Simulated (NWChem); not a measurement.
System: SbH3O2; SMILES [OH][SbH][OH]

NWChem printed, in part:

```
             Northwest Computational Chemistry Package (NWChem) 7.3.0
             --------------------------------------------------------

 C1  symmetry detected

                             Geometry "geometry" -> ""
                             -------------------------

 Output coordinates in angstroms (scale by  1.889725989 to convert to a.u.)

  No.       Tag          Charge          X              Y              Z
 ---- ---------------- ---------- -------------- -------------- --------------
    1 Sb                  51.0000    -0.34139567     0.00739167     0.02689918
    2 H                    1.0000    -0.49355164    -0.07641725    -1.69127324
    3 O                    8.0000     0.95115676    -1.50982749    -0.04125015
    4 H                    1.0000     1.13947296    -1.81750610     0.85366383
    5 O                    8.0000     0.94590058     1.51838779     0.05701238
    6 H                    1.0000     1.58879934     1.44846583    -0.66034679

 Effective nuclear repulsion energy (a.u.)     280.4333740429

 Summary of "ao basis" -> "ao basis" (spherical)
 ------------------------------------------------------------------------------
       Tag                 Description            Shells   Functions and Types
 ---------------- ------------------------------  ------  ---------------------
 Sb                         def2-svp                10       26   4s4p2d
 H                          def2-svp                 3        5   2s1p
 O                          def2-svp                 6       14   3s2p1d

            General Information
            -------------------
          SCF calculation type: DFT
          Wavefunction type:  closed shell.
          No. of atoms     :     6
          No. of electrons :    42
           Alpha electrons :    21
            Beta electrons :    21
          Charge           :     0
          Spin multiplicity:     1
          Use of symmetry is: off; symmetry adaption is: off
          Maximum number of iterations: 150
          AO basis - number of functions:    69
                     number of shells:    31
          Convergence on energy requested:  1.00D-06
          Convergence on density requested:  1.00D-05
          Convergence on gradient requested:  5.00D-04

              XC Information
              --------------
                     Hartree-Fock (Exact) Exchange  1.000
                     LC-wPBE(h)Exchange Functional  1.000
            Perdew 1991 LDA Correlation Functional  1.000 local
           PerdewBurkeErnz. Correlation Functional  1.000 non-local

           Range-Separation Parameters
           ---------------------------
           Alpha           :  0.00
           Beta            :  1.00
           Gamma           :  0.40
           Short-Range HF  :     F

             Grid Information
             ----------------
          Grid used for XC integration:  medium
          Radial quadrature: Mura-Knowles
          Angular quadrature: Lebedev.
          Tag              B.-S. Rad. Rad. Pts. Rad. Cut. Ang. Pts.
          ---              ---------- --------- --------- ---------
          Sb                  1.45      123           8.0       590
          H                   0.35       45          10.0       434
          O                   0.60       49          10.0       434
          Grid pruning is: on
          Number of quadrature shells:   356
          Spatial weights used:  Erf1

      Superposition of Atomic Density Guess
      -------------------------------------

 Sum of atomic energies:        -428.49245912

      Non-variational initial energy
      ------------------------------

 Total energy =    -390.455897
 1-e energy   =    -907.475277
 2-e energy   =     376.174012
 HOMO         =      -0.281859
 LUMO         =      -0.003361

   convergence    iter        energy       DeltaE   RMS-Dens  Diis-err
 ---------------- ----- ----------------- --------- --------- ---------
 d= 0,ls=0.0,diis     1   -392.2096726058 -5.33D+02  1.73D-02  9.40D-01
 d= 0,ls=0.0,diis     2   -392.2211867146 -1.15D-02  7.16D-03  1.05D+00
 d= 0,ls=0.0,diis     3   -392.3177079722 -9.65D-02  9.12D-04  6.48D-03
 d= 0,ls=0.0,diis     4   -392.3184596107 -7.52D-04  2.92D-04  1.98D-04
 d= 0,ls=0.0,diis     5   -392.3184983737 -3.88D-05  9.34D-05  3.49D-05
  Resetting Diis
 d= 0,ls=0.0,diis     6   -392.3185032799 -4.91D-06  4.73D-05  1.40D-05
 d= 0,ls=0.0,diis     7   -392.3185053191 -2.04D-06  1.90D-05  5.14D-07
 d= 0,ls=0.0,diis     8   -392.3185055121 -1.93D-07  7.00D-06  2.54D-07

         Total DFT energy =     -392.318505512078
      One electron energy =     -909.829196678160
           Coulomb energy =      414.330538412680
    Exchange-Corr. energy =      -37.665215139091
 Nuclear repulsion energy =      140.845367892493

 Numeric. integr. density =       41.999996427759

                       DFT Final Molecular Orbital Analysis
                       ------------------------------------

 Vector   19  Occ=2.000000D+00  E=-4.156688D-01
              MO Center=  7.2D-01,  5.1D-01, -1.7D-01, r^2= 2.9D+00
   Bfn.  Coefficient  Atom+Function         Bfn.  Coefficient  Atom+Function
  ----- ------------  ---------------      ----- ------------  ---------------
    56      0.367501  5 O  pz                54      0.317944  5 O  px
    35      0.296686  3 O  px                59      0.286124  5 O  pz
    57      0.245214  5 O  px                38      0.230815  3 O  px
    27      0.196444  2 H  s                 28      0.154877  2 H  s
    13     -0.110872  1 Sb pz                36      0.094284  3 O  py

 Vector   20  Occ=2.000000D+00  E=-4.101980D-01
              MO Center=  9.1D-01, -1.9D-02, -4.3D-03, r^2= 3.0D+00
   Bfn.  Coefficient  Atom+Function         Bfn.  Coefficient  Atom+Function
  ----- ------------  ---------------      ----- ------------  ---------------
    36      0.397240  3 O  py                55      0.383637  5 O  py
    39      0.309722  3 O  py                58      0.294424  5 O  py
    54     -0.180608  5 O  px                35      0.179214  3 O  px
    57     -0.140779  5 O  px                38      0.137760  3 O  px
    56     -0.134560  5 O  pz                37      0.123057  3 O  pz

 Vector   21  Occ=2.000000D+00  E=-3.692792D-01
              MO Center= -2.6D-01, -2.2D-01,  1.9D-02, r^2= 3.1D+00
   Bfn.  Coefficient  Atom+Function         Bfn.  Coefficient  Atom+Function
  ----- ------------  ---------------      ----- ------------  ---------------
     3      0.366213  1 Sb s                 13      0.336340  1 Sb pz
     4      0.313213  1 Sb s                 11     -0.266663  1 Sb px
    35      0.251008  3 O  px                27     -0.229968  2 H  s
    38      0.205543  3 O  px                28     -0.201703  2 H  s
    37     -0.168549  3 O  pz                 1     -0.166255  1 Sb s

 Vector   22  Occ=0.000000D+00  E= 5.783318D-02
              MO Center= -3.0D-01, -1.1D-01,  1.4D-01, r^2= 3.9D+00
   Bfn.  Coefficient  Atom+Function         Bfn.  Coefficient  Atom+Function
  ----- ------------  ---------------      ----- ------------  ---------------
    15      0.592556  1 Sb py                16     -0.455336  1 Sb pz
    28     -0.443796  2 H  s                 34      0.444911  3 O  s
    14     -0.414020  1 Sb px                12      0.277560  1 Sb py
    11     -0.213244  1 Sb px                47     -0.167628  4 H  s
    13     -0.161848  1 Sb pz                38     -0.161660  3 O  px

 Vector   23  Occ=0.000000D+00  E= 6.557966D-02
              MO Center= -2.7D-01,  7.7D-02,  2.7D-02, r^2= 3.9D+00
   Bfn.  Coefficient  Atom+Function         Bfn.  Coefficient  Atom+Function
  ----- ------------  ---------------      ----- ------------  ---------------
    15      0.605455  1 Sb py                53     -0.521340  5 O  s
    28      0.457511  2 H  s                 14      0.448414  1 Sb px
    16      0.440495  1 Sb pz                12      0.276255  1 Sb py
    11      0.228119  1 Sb px                66      0.225742  6 H  s
    58      0.183137  5 O  py                55      0.168939  5 O  py

 Vector   24  Occ=0.000000D+00  E= 1.392993D-01
              MO Center= -2.4D-01, -6.2D-02, -4.9D-01, r^2= 4.3D+00
   Bfn.  Coefficient  Atom+Function         Bfn.  Coefficient  Atom+Function
  ----- ------------  ---------------      ----- ------------  ---------------
    28      1.176891  2 H  s                 16      0.886856  1 Sb pz
     3     -0.769307  1 Sb s                 14     -0.421357  1 Sb px
     4     -0.415616  1 Sb s                 34      0.411314  3 O  s
    13      0.326826  1 Sb pz                47     -0.275603  4 H  s
     1      0.234896  1 Sb s                 53      0.216563  5 O  s

     Multipole analysis of the density
     ---------------------------------

     L   x y z        total         alpha         beta         nuclear
     -   - - -        -----         -----         ----         -------
     0   0 0 0      0.000000    -21.000000    -21.000000     42.000000

     1   1 0 0     -0.383967     -9.224003     -9.224003     18.064040
     1   0 1 0     -0.217611      0.086750      0.086750     -0.391110
     1   0 0 1      0.147745      0.785522      0.785522     -1.423298

     2   2 0 0    -26.579595    -51.040170    -51.040170     75.500745
     2   1 1 0      0.309621     -0.222452     -0.222452      0.754525
     2   1 0 1      0.392716     -0.990352     -0.990352      2.373420
     2   0 2 0    -30.263403    -90.283182    -90.283182    150.302962
     2   0 1 1     -3.847011      0.189553      0.189553     -4.226117
     2   0 0 2    -26.426901    -20.501034    -20.501034     14.575166

                                 NWChem DFT Module
                                 -----------------

            General Information
            -------------------
          SCF calculation type: DFT
          Wavefunction type:  spin polarized.
          No. of atoms     :     6
          No. of electrons :    41
           Alpha electrons :    21
            Beta electrons :    20
          Charge           :     1
          Spin multiplicity:     2
          Use of symmetry is: off; symmetry adaption is: off
          Maximum number of iterations: 150
          This is a Direct SCF calculation.
          AO basis - number of functions:    69
                     number of shells:    31
          Convergence on energy requested:  1.00D-06
          Convergence on density requested:  1.00D-05
          Convergence on gradient requested:  5.00D-04

              XC Information
              --------------
                     Hartree-Fock (Exact) Exchange  1.000
                     LC-wPBE(h)Exchange Functional  1.000
            Perdew 1991 LDA Correlation Functional  1.000 local
           PerdewBurkeErnz. Correlation Functional  1.000 non-local

           Range-Separation Parameters
           ---------------------------
           Alpha           :  0.00
           Beta            :  1.00
           Gamma           :  0.40
           Short-Range HF  :     F

             Grid Information
             ----------------
          Grid used for XC integration:  medium
          Radial quadrature: Mura-Knowles
          Angular quadrature: Lebedev.
          Tag              B.-S. Rad. Rad. Pts. Rad. Cut. Ang. Pts.
          ---              ---------- --------- --------- ---------
          Sb                  1.45      123           8.0       590
          H                   0.35       45          10.0       434
          O                   0.60       49          10.0       434
          Grid pruning is: on
          Number of quadrature shells:   356
          Spatial weights used:  Erf1

      Superposition of Atomic Density Guess
      -------------------------------------

 Sum of atomic energies:        -428.49245912

 Renormalizing density from      42.00 to     41

      Non-variational initial energy
      ------------------------------

 Total energy =    -386.549141
 1-e energy   =    -885.868723
 2-e energy   =     358.474215
 HOMO         =      -0.589423
 LUMO         =      -0.305869

   convergence    iter        energy       DeltaE   RMS-Dens  Diis-err
 ---------------- ----- ----------------- --------- --------- ---------
 d= 0,ls=0.0,diis     1   -391.6823787897 -5.33D+02  1.26D-02  6.46D-01
                                                     1.30D-02  6.32D-01
 d= 0,ls=0.0,diis     2   -391.5584382394  1.24D-01  6.99D-03  1.01D+00
                                                     7.55D-03  9.62D-01
 d= 0,ls=0.0,diis     3   -391.9439863089 -3.86D-01  1.26D-03  9.19D-03
                                                     1.44D-03  1.07D-02
 d= 0,ls=0.0,diis     4   -391.9481331151 -4.15D-03  5.10D-04  2.66D-03
                                                     4.79D-04  2.17D-03
 d= 0,ls=0.0,diis     5   -391.9492860365 -1.15D-03  2.84D-04  3.73D-04
                                                     4.16D-04  5.37D-04
  Resetting Diis
 d= 0,ls=0.0,diis     6   -391.9497864509 -5.00D-04  2.11D-04  5.82D-05
                                                     4.08D-04  6.63D-05
 d= 0,ls=0.0,diis     7   -391.9500302421 -2.44D-04  7.77D-05  1.62D-05
                                                     1.59D-04  2.11D-05
 d= 0,ls=0.0,diis     8   -391.9500970135 -6.68D-05  5.24D-05  5.44D-06
                                                     1.57D-04  1.68D-05
 d= 0,ls=0.0,diis     9   -391.9501460921 -4.91D-05  1.79D-04  1.47D-05
                                                     4.03D-04  1.15D-05
 d= 0,ls=0.0,diis    10   -391.9502344624 -8.84D-05  6.97D-05  1.54D-06
                                                     1.63D-04  2.37D-06
 d= 0,ls=0.0,diis    11   -391.9502502420 -1.58D-05  3.35D-05  6.87D-07
                                                     7.39D-05  1.11D-06
 d= 0,ls=0.0,diis    12   -391.9502546312 -4.39D-06  3.44D-05  3.23D-07
                                                     7.29D-05  4.08D-07
 d= 0,ls=0.0,diis    13   -391.9502568681 -2.24D-06  7.66D-06  2.29D-08
                                                     2.00D-05  5.95D-08
 d= 0,ls=0.0,diis    14   -391.9502570887 -2.21D-07  1.85D-06  4.01D-09
                                                     6.48D-06  1.32D-08

         Total DFT energy =     -391.950257088657
      One electron energy =     -898.639989655872
           Coulomb energy =      403.159280475776
    Exchange-Corr. energy =      -37.314915801053
 Nuclear repulsion energy =      140.845367892493

 Numeric. integr. density =       40.999996665849

                    DFT Final Alpha Molecular Orbital Analysis
                    ------------------------------------------

 Vector   19  Occ=1.000000D+00  E=-6.655644D-01
              MO Center= -1.1D-01, -2.4D-01, -2.1D-02, r^2= 3.1D+00
   Bfn.  Coefficient  Atom+Function         Bfn.  Coefficient  Atom+Function
  ----- ------------  ---------------      ----- ------------  ---------------
    13      0.382989  1 Sb pz                 3      0.376140  1 Sb s
    11     -0.286726  1 Sb px                27     -0.249518  2 H  s
    35      0.229878  3 O  px                37     -0.212432  3 O  pz
     4      0.206416  1 Sb s                 38      0.166494  3 O  px
     1     -0.151532  1 Sb s                 28     -0.149575  2 H  s

 Vector   20  Occ=1.000000D+00  E=-6.561383D-01
              MO Center=  8.0D-01,  3.6D-01, -1.7D-02, r^2= 3.1D+00
   Bfn.  Coefficient  Atom+Function         Bfn.  Coefficient  Atom+Function
  ----- ------------  ---------------      ----- ------------  ---------------
    55      0.314285  5 O  py                35      0.288601  3 O  px
    56      0.286405  5 O  pz                36      0.254523  3 O  py
    58      0.218493  5 O  py                38      0.214422  3 O  px
    59      0.211643  5 O  pz                54      0.193166  5 O  px
    39      0.184599  3 O  py                11     -0.164762  1 Sb px

[...]
```

Level: LC-wPBE (HJS exchange hole, range parameter 0.4 per bohr)/def2-SVP with def2 effective core potentials on Sb, vertical spin-unrestricted ions. Geometry: optimised at PBE0/def2-SVP. def2 effective core potentials on Sb; no spin-orbit coupling.

Problem. Write an input that gives this output.

Solution. This is not unique; one that fits is the input that was run:
```
start job
memory heap 200 mb stack 900 mb global 1100 mb
geometry units angstroms noautoz
  Sb    -0.283386    -0.007000     0.026145
  H     -0.387201    -0.075689    -1.696294
  O      0.924248    -1.593673    -0.010990
  H      1.067622    -1.914760     0.887535
  O      1.084439     1.429729     0.103684
  H      1.744151     1.326778    -0.594165
end
basis spherical
  * library def2-svp
end
ecp
  Sb library def2-ecp
end
dft
  xc xwpbe 1.00 cpbe96 1.0 hfexch 1.00
  cam 0.4 cam_alpha 0.0 cam_beta 1.0
  iterations 150
  vectors input atomic output neutral.movecs
end
task dft energy
charge 1
dft
  odft
  mult 2
  vectors input atomic output cation.movecs
end
task dft energy
```
